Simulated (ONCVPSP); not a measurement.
## palladium (Pd): excitation energies, all-electron against ONCV

ONCVPSP 4.0.1 input, shortened (lines: element, Z, core and valence counts, functional; n l f; lmax; l rc ep ncon nbas qcut; lloc lpopt rc5 dvloc0; l nproj debl; icmod fcfact rcfact), PBE, scalar-relativistic:

```
  Pd 46.00    6    3        4      upf
    1    0    2.00
    2    0    2.00
    2    1    6.00
    3    0    2.00
    3    1    6.00
    3    2   10.00
    4    0    2.00
    4    1    6.00
    4    2    9.50
    2
    0    1.40    0.00    3    6    7.80
    1    1.40    0.00    4    8    9.90
    2    1.20    0.00    4    9    8.90
    4    5    1.05    0.00
    0    2    2.10
    1    2    2.40
    2    2    2.70
    1    0.60    0.00
```

In the s channel the program set the typed energies aside and used -3.331, 0.250 Ha.

Energies are relative to the spin-unpolarised reference configuration 4s2 4p6 4d9.5; without spin polarisation the order of configurations can differ from experiment.

Problem. Give the all-electron excitation energy and the error of the potential for: 4s2 4p6 4d10; 4s2 4p6 4d9; 4s2 4p6 4d8; 4s2 4p6 4d7.

Solution.

```csv
valence configuration,charge,ΔE all-electron (eV),error AE − PS (meV)
4s2 4p6 4d10,0,-3.234,-0.4
4s2 4p6 4d9,+1,5.882,+0.1
4s2 4p6 4d8,+2,26.700,-1.1
4s2 4p6 4d7,+3,61.060,-1.9
```

Levels in the configuration 4s2 4p6 4d8:

```tsv
level	all-electron (eV)	pseudo (eV)
4s	-110.481	-110.467
4p	-76.095	-76.089
4d	-27.326	-27.325
```
